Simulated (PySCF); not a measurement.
**Energy of Cu²⁺ (copper, charge +2) between two integer charges**

The 3d beta orbital of [Ar] 3d9 is emptied in steps (occupation f), with all orbitals relaxed, ending at [Ar] 3d8. Computed with PySCF 2.14 in def2-SVP (5s3p2d1f, 31 functions), with the non-relativistic Hamiltonian (point nucleus). The exact energy is a straight line in f; departures are measured from the line between the end points of the same method.

| f | BLYP (eV) |
| --- | --- |
| 1 | 0.000 |
| 0.75 | -1.762 |
| 0.5 | -2.371 |
| 0.25 | -1.795 |
| 0 | 0.000 |

```
method  E(f=0) − E(f=1) (eV)  −ε at f=1 (eV)  −ε at f=0.5 (eV)
  BLYP                38.308          29.001            38.218
```

Orbital energy along the path (eV):

```
   f     BLYP
   1  -29.001
0.75  -33.543
 0.5  -38.218
0.25  -43.028
   0  -47.972
```

Reference removal energy between the ground levels: 36.841 ± 0.012 eV (measured; NIST Atomic Spectra Database, ionization energies). The calculation has no spin-orbit coupling. The determinant left behind need not be the lowest term of the ion.
